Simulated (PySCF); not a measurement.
Atom-mapped SMILES (the numbers label the heavy atoms): `[O:1]=[CH:2][O:3][C@@:4]1([F:5])[SiH2:6][CH2:7][C@H:8]1[F:9]`. Hydrogens are named by the atom that carries them. Ha(Si6), Ha(C7) are cis to F9 on the ring; Hb(Si6), Hb(C7) are trans to F9 on the ring.

No solvent, no relativistic terms, a single conformation. Shielding tensors at PBE0/pcSseg-1 (GIAO); GFN2-xTB geometry; PySCF 2.14.0 with density-fitted response routines.

Question: Predict the 2D correlation tables (HSQC, COSY, HMBC).

Answer: 

HSQC (one-bond C–H):
| δH | δC |
| --- | --- |
| 8.29 (H(C2)) | 170.6 (C2) |
| 5.45 (H(C8)) | 97.0 (C8) |
| 1.81 (Hb(C7)) | 23.8 (C7) |
| 1.58 (Ha(C7)) | 23.8 (C7) |

COSY cross peaks (H two or three bonds apart, from the bond graph; peaks can be absent where the dihedral angle is near 90°):
| δH | δH |
| --- | --- |
| 5.45 (H(C8)) | 1.81 (Hb(C7)) |
| 5.45 (H(C8)) | 1.58 (Ha(C7)) |
| 5.19 (Ha(Si6)) | 5.02 (Hb(Si6)) |
| 5.19 (Ha(Si6)) | 1.81 (Hb(C7)) |
| 5.19 (Ha(Si6)) | 1.58 (Ha(C7)) |
| 5.02 (Hb(Si6)) | 1.81 (Hb(C7)) |
| 5.02 (Hb(Si6)) | 1.58 (Ha(C7)) |
| 1.81 (Hb(C7)) | 1.58 (Ha(C7)) |

HMBC (two and three bonds, from the bond graph):
| δH | δC |
| --- | --- |
| 8.29 (H(C2)) | 118.3 (C4) |
| 5.45 (H(C8)) | 118.3 (C4), 23.8 (C7) |
| 5.19 (Ha(Si6)) | 118.3 (C4), 97.0 (C8), 23.8 (C7) |
| 5.02 (Hb(Si6)) | 118.3 (C4), 97.0 (C8), 23.8 (C7) |
| 1.81 (Hb(C7)) | 118.3 (C4), 97.0 (C8) |
| 1.58 (Ha(C7)) | 118.3 (C4), 97.0 (C8) |

Chemical shifts δ = σref − σ; 1H (31.72 ppm) and 13C (186.93 ppm) against TMS, all at this level.

Shifts are as computed. Against solution values, carbons near 30 ppm lie about +3 ppm off and those near 130 ppm about +5 ppm. Of 1309 compounds with measured shifts, 239 miss one by over three times the rms of a fit or turn the order of signals round; such compounds aren't used in these exercises.
